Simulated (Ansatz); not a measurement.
All values below come from Ansatz (a first-principles code) with r2SCAN-D4/def2-TZVP. No frequencies were computed at this level.

Ansatz 0.2 input:
```yaml
crystal:
  periodic: [false, false, false]
  atoms:
    - { symbol: In, position_ang: [-0.000003, -0.000005, 0.000006] }
    - { symbol: H, position_ang: [-0.546922, 1.629161, -0.014378] }
    - { symbol: H, position_ang: [-1.136928, -1.288432, -0.029504] }
    - { symbol: H, position_ang: [1.683855, -0.340724, 0.043875] }
basis:
  gaussian: { orbitals: def2-tzvp }
hamiltonian:
  xc: r2scan
  dispersion: d4
relax:
  max_steps: 150
```

Output:

```
Functional definition: r2SCAN
520 factors; their error is unknown
mean field evaluation 1: about -5222.6395 eV, gradient 1.6e1 eV
mean field evaluation 2: about -5223.0611 eV, gradient 1.3e1 eV
mean field evaluation 4: about -5223.4301 eV, gradient 1.9e-1 eV
mean field evaluation 8: about -5223.4250 eV, gradient 1.4e-1 eV
mean field -5223.42502652 eV, -191.9573291601 hartree, gradient 4.8e-5 eV, S^2 0.000000; 0 other end points of the search recorded, 0 dependent functions left out
reference -5223.42504278 eV, -191.9573297576 hartree; 12, 12 occupied and 56, 56 virtual orbitals, 520 factors
relax step   1: F+E_penalty+E_count = -5223.43292508 eV  Δ(F+E_penalty+E_count) = +0.000e0 eV  max|allowed force component| = 3.596e-2 eV/Å  Δτ_max = 0.0000 Å  (22 SCF iters, accepted)
these checks for a lower state are left out or cut short: starts, cluster_reference, orbital_swaps, neighbouring_geometries, increment
520 factors; their error is unknown
mean field evaluation 16: about -5223.4301 eV, gradient 1.5e-4 eV
mean field -5223.42516413 eV, -191.9573342169 hartree, gradient 2.5e-5 eV, S^2 0.000000; 0 other end points of the search recorded, 0 dependent functions left out
reference -5223.42518039 eV, -191.9573348147 hartree; 12, 12 occupied and 56, 56 virtual orbitals, 520 factors
relax step   2: F+E_penalty+E_count = -5223.43305656 eV  Δ(F+E_penalty+E_count) = -1.315e-4 eV  max|allowed force component| = 1.537e-2 eV/Å  Δτ_max = 0.0043 Å  (28 SCF iters, accepted)
these checks for a lower state are left out or cut short: starts, cluster_reference, orbital_swaps, neighbouring_geometries, increment
520 factors; their error is unknown
mean field -5223.42519183 eV, -191.9573352349 hartree, gradient 8.9e-5 eV, S^2 0.000000; 0 other end points of the search recorded, 0 dependent functions left out
reference -5223.42520809 eV, -191.9573358326 hartree; 12, 12 occupied and 56, 56 virtual orbitals, 520 factors
relax step   3: F+E_penalty+E_count = -5223.43308610 eV  Δ(F+E_penalty+E_count) = -2.954e-5 eV  max|allowed force component| = 8.062e-5 eV/Å  Δτ_max = 0.0013 Å  (17 SCF iters, accepted)
520 factors; their error is unknown
mean field evaluation 32: about -5223.4300 eV, gradient 1.9e-1 eV
mean field -5223.42519183 eV, -191.9573352349 hartree, gradient 8.9e-5 eV, S^2 0.000000; 1 other end points of the search recorded, 0 dependent functions left out
reference -5223.42520809 eV, -191.9573358326 hartree; 12, 12 occupied and 56, 56 virtual orbitals, 520 factors
Total energy: -5223.43310237 eV, -191.9576259418 hartree
Atom 0 at     0.000001    -0.000010     0.000002 Å, force    -0.000007     0.000001    -0.000015 eV/Å
Atom 1 at    -0.547878     1.631935    -0.014402 Å, force    -0.000027     0.000041     0.000004 eV/Å
Atom 2 at    -1.138899    -1.290619    -0.029554 Å, force    -0.000047    -0.000029     0.000004 eV/Å
Atom 3 at     1.686778    -0.341307     0.043952 Å, force     0.000081    -0.000013     0.000007 eV/Å
Dipole moment:     0.000000    -0.000011     0.000003 e Å
```

Cost: very roughly 5 core-seconds.
